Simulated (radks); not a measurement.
The nuclear charge of the neodymium ion Nd+ is varied continuously with 59 electrons held in [Xe] 4f4 6s1. Method: scalar-relativistic Kohn-Sham, r2SCAN, spin-polarised, spherical densities, finite nucleus; open shells are filled with parallel spins first (spin-orbit coupling, left out, can overturn this in heavy ions); meta-GGA in the generalised Kohn-Sham scheme; Fermi nuclear charge, rms radius 4.9123 fm; computed with a radial shooting solver on a logarithmic mesh with Libxc functionals. By the Hellmann-Feynman theorem dE/dZ = E(electron-nucleus)/Z, the electronic potential at the nucleus (averaged over a nucleus of fixed radius). The scalar-relativistic energy here is not variational (the density holds large components alone), so the two differ by a part that grows with Z.

Z	E (hartree)	E(electron-nucleus)/Z (hartree)	HOMO	e(HOMO) (eV)	<r> HOMO (bohr)
59.5	-9429.9767	-384.716	4f	-2.142	1.245
60	-9624.4559	-389.368	4f	-8.401	1.083
60.5	-9821.2847	-394.001	6s	-12.214	3.704
61	-10020.4591	-398.630	6s	-16.125	3.459

The central difference of E at Z = 60 is -391.308 hartree, to compare with the third column; the second derivative is -9.4 hartree. No converged solution with all levels bound was reached at Z = 59.
